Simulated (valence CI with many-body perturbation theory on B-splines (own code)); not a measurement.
E1 line list for Sc VII

Calculated by configuration interaction combined with many-body perturbation theory (CI+MBPT): five valence electrons over a frozen Dirac-Fock core [Ne], radial functions for each j: 11 s, 11 p, 10 d, 8 f, 5 g, 2 h, with the one-electron correlation potential Σ1 (screened to all orders), the two-electron term Σ2, the three-electron term Σ3, Breit, model QED; selected single and double excitations, second order for the rest, scaled by the run's own slope (own B-spline code, finite nucleus).

Against 7 measured levels this calculation errs by 114 cm⁻¹ on average and by 199 at most. These come from a selection out of Sugar and Corliss, J. Phys. Chem. Ref. Data 9, 473 (1980). Levels without a partner in it may be off by more. Among the levels kept, up to 3200 cm⁻¹ of a level comes from second order outside the variational space, and about a tenth of that is noise between levels of different J, which matters for small intervals.

Lines 201 to 250 of 560 in falling wavelength, among levels below 80.021 eV, chosen from the strongest by gf and those to the six lowest levels. Wavelengths and rates use the calculated energies, so an error of 100 cm⁻¹ moves a line at 37.59 nm by 0.038 % and its rate by three times that or more. Electric multipoles are in the length gauge, E1 and E2 with the static RPA response of the core. Weak lines are less certain than strong ones. Lines between different terms over intervals too small for the method are left out, as are lines whose strength nearly cancels. Where a level lies close to another of its J and parity, the split of strength between their lines is uncertain. The highest levels of a list are the least certain.

Names give the largest LS component (configuration and term), which can be under half, so a name can repeat, a term be missing and a line seem to break the LS rules; names also repeat where a configuration has a term twice. Letters in brackets count levels of one name in rising energy.

```
λ vac (nm)                   Upper                  Lower   A (s⁻¹)  S (a.u.) with core polarisation  S without
     37.59   3s.3p3.3d 2D°_3/2 [e]  3s2.3p2.3d 2P_1/2 [c]  4.17e+09                         4.37e-01   4.52e-01
     37.59   3s.3p3.3d 4D°_7/2 [d]      3s2.3p2.3d 4D_5/2  1.21e+09                         2.53e-01   2.63e-01
     37.58   3s.3p3.3d 4D°_5/2 [d]      3s2.3p2.3d 4D_5/2  3.72e+09                         5.85e-01   6.08e-01
     37.58      3s2.3p2.4p 4D°_5/2  3s2.3p2.3d 2D_3/2 [a]  1.11e+09                         1.74e-01   1.80e-01
     37.54      3s2.3p.3d2 2F°_5/2  3s2.3p2.3d 2D_3/2 [a]  2.12e+09                         3.32e-01   3.43e-01
     37.50   3s.3p3.3d 2D°_3/2 [b]  3s2.3p2.3d 2P_1/2 [a]  5.35e+09                         5.57e-01   5.77e-01
     37.50   3s.3p3.3d 2P°_3/2 [a]          3s.3p4 2S_1/2  1.49e+09                         1.55e-01   1.62e-01
     37.47  3s2.3p.3d2 4D°_7/2 [a]      3s2.3p2.3d 4P_5/2  1.02e+09                         2.12e-01   2.21e-01
     37.44   3s.3p3.3d 4D°_3/2 [d]      3s2.3p2.3d 4D_3/2  1.87e+09                         1.93e-01   2.01e-01
     37.42   3s.3p3.3d 4D°_5/2 [d]      3s2.3p2.3d 4D_3/2  2.11e+09                         3.27e-01   3.40e-01
     37.41   3s.3p3.3d 4D°_3/2 [e]      3s2.3p2.3d 4D_5/2  3.48e+09                         3.59e-01   3.73e-01
     37.39   3s.3p3.3d 4D°_3/2 [d]      3s2.3p2.3d 4D_1/2  1.32e+09                         1.36e-01   1.41e-01
     37.36   3s.3p3.3d 4D°_7/2 [d]      3s2.3p2.3d 4D_7/2  4.16e+09                         8.57e-01   8.91e-01
     37.35   3s.3p3.3d 4D°_5/2 [d]      3s2.3p2.3d 4D_7/2  2.69e+09                         4.15e-01   4.30e-01
     37.34   3s.3p3.3d 4D°_1/2 [d]      3s2.3p2.3d 4D_3/2  6.55e+09                         3.37e-01   3.50e-01
     37.30   3s.3p3.3d 4D°_1/2 [d]      3s2.3p2.3d 4D_1/2  4.97e+09                         2.55e-01   2.65e-01
     37.28   3s.3p3.3d 2D°_5/2 [b]  3s2.3p2.3d 2P_3/2 [a]  6.82e+09                         1.05e+00   1.08e+00
     37.26   3s.3p3.3d 4D°_3/2 [e]      3s2.3p2.3d 4D_3/2  1.60e+09                         1.63e-01   1.70e-01
     37.22   3s.3p3.3d 4D°_3/2 [d]  3s2.3p2.3d 2F_5/2 [a]  3.10e+09                         3.15e-01   3.27e-01
     37.21   3s.3p3.3d 4D°_3/2 [e]      3s2.3p2.3d 4D_1/2  1.29e+09                         1.31e-01   1.36e-01
     37.14   3s.3p3.3d 2D°_3/2 [b]  3s2.3p2.3d 2P_3/2 [a]  1.27e+09                         1.28e-01   1.33e-01
     36.96  3s2.3p2.4p 2P°_1/2 [b]  3s2.3p2.3d 2P_1/2 [c]  3.40e+09                         1.70e-01   1.69e-01
     36.60      3s2.3p2.4p 2F°_7/2  3s2.3p2.3d 2D_5/2 [b]  6.33e+08                         1.22e-01   1.25e-01
     36.57      3s2.3p2.4p 4P°_5/2      3s2.3p2.3d 4P_3/2  1.06e+09                         1.54e-01   1.55e-01
     36.53   3s.3p3.3d 4D°_7/2 [d]      3s2.3p2.3d 4F_9/2  1.54e+10                         2.96e+00   3.07e+00
     36.48  3s2.3p2.4p 2D°_3/2 [b]  3s2.3p2.3d 2D_3/2 [b]  1.77e+09                         1.69e-01   1.68e-01
     36.42  3s2.3p2.4p 2D°_5/2 [b]  3s2.3p2.3d 2D_5/2 [b]  1.42e+09                         2.03e-01   2.01e-01
     36.28   3s.3p3.3d 4D°_7/2 [d]      3s2.3p2.3d 4F_7/2  2.85e+09                         5.37e-01   5.57e-01
     36.27   3s.3p3.3d 4D°_5/2 [d]      3s2.3p2.3d 4F_7/2  1.10e+10                         1.56e+00   1.62e+00
     36.23      3s2.3p2.4p 4D°_7/2      3s2.3p2.3d 4P_5/2  1.70e+09                         3.19e-01   3.26e-01
     36.20      3s2.3p2.4p 4S°_3/2      3s2.3p2.3d 4P_1/2  1.52e+09                         1.43e-01   1.42e-01
     36.19      3s2.3p2.4p 2P°_3/2  3s2.3p2.3d 2D_5/2 [a]  1.97e+09                         1.84e-01   1.82e-01
     36.09   3s.3p3.3d 4D°_3/2 [d]      3s2.3p2.3d 4F_5/2  6.03e+09                         5.60e-01   5.80e-01
     36.09      3s2.3p2.4p 4S°_3/2      3s2.3p2.3d 4P_3/2  2.63e+09                         2.44e-01   2.43e-01
     36.08   3s.3p3.3d 4D°_5/2 [d]      3s2.3p2.3d 4F_5/2  3.65e+09                         5.07e-01   5.26e-01
     35.96   3s.3p3.3d 4D°_3/2 [d]      3s2.3p2.3d 4F_3/2  2.22e+09                         2.04e-01   2.11e-01
     35.95   3s.3p3.3d 2D°_5/2 [c]      3s2.3p2.3d 4F_7/2  1.50e+09                         2.07e-01   2.14e-01
     35.92   3s.3p3.3d 4D°_3/2 [e]      3s2.3p2.3d 4F_5/2  5.65e+09                         5.17e-01   5.36e-01
     35.90      3s2.3p2.4p 4S°_3/2      3s2.3p2.3d 4P_5/2  3.90e+09                         3.56e-01   3.55e-01
     35.87   3s.3p3.3d 4D°_1/2 [d]      3s2.3p2.3d 4F_3/2  1.48e+10                         6.73e-01   6.98e-01
     35.79   3s.3p3.3d 4D°_3/2 [e]      3s2.3p2.3d 4F_3/2  1.92e+09                         1.74e-01   1.80e-01
     35.79   3s2.3p2.3d 2P_3/2 [b]        3s2.3p3 2P°_3/2  2.58e+09                         2.33e-01   2.43e-01
     35.75   3s.3p3.3d 2P°_1/2 [c]  3s2.3p2.3d 2P_1/2 [b]  4.44e+09                         2.00e-01   2.07e-01
     35.72  3s2.3p2.4p 2P°_1/2 [a]  3s2.3p2.3d 2D_3/2 [a]  3.04e+09                         1.37e-01   1.36e-01
     35.68   3s2.3p2.3d 2P_3/2 [b]        3s2.3p3 2P°_1/2  6.31e+08                         5.66e-02   5.89e-02
     35.36   3s2.3p2.3d 2P_1/2 [b]        3s2.3p3 2P°_3/2  4.14e+09                         1.81e-01   1.88e-01
     35.34   3s.3p3.3d 2P°_3/2 [c]  3s2.3p2.3d 2P_3/2 [b]  5.59e+09                         4.87e-01   5.04e-01
     35.25   3s2.3p2.3d 2P_1/2 [b]        3s2.3p3 2P°_1/2  2.97e+09                         1.28e-01   1.34e-01
     35.20   3s.3p3.3d 2D°_5/2 [d]  3s2.3p2.3d 2F_7/2 [a]  9.99e+09                         1.29e+00   1.33e+00
     35.15  3s2.3p2.4p 2D°_5/2 [a]  3s2.3p2.3d 2P_3/2 [b]  9.42e+08                         1.21e-01   1.25e-01
```
